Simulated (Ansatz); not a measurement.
Q: Name a neutral molecule of C, N, O, Si and H with HOMO–LUMO gap (PBE0/def2-TZVPP) between 6.95 and 7.25 eV and LUMO energy (B3LYP/def2-TZVPP) between -0.20 and 0.10 eV (Ansatz, PBE0-D4/def2-TZVP geometry).

A: `OC1C[SiH2]N1` (7.23 eV, -0.07 eV); `C[Si@H]1O[C@@H]1N` (7.01 eV, -0.05 eV); `NCCO[SiH3]` (7.21 eV, 0.07 eV); `NC(N)(O)[SiH3]` (7.05 eV, -0.03 eV); `[SiH3]N[SiH]1CO1` (7.24 eV, -0.18 eV); `OC([SiH3])N[SiH3]` (7.17 eV, -0.13 eV). Other molecules can fit too; these were computed, each in one conformer that needn't be the lowest.

B3LYP here is the variant with VWN-RPA as its local correlation; programs differ in this.
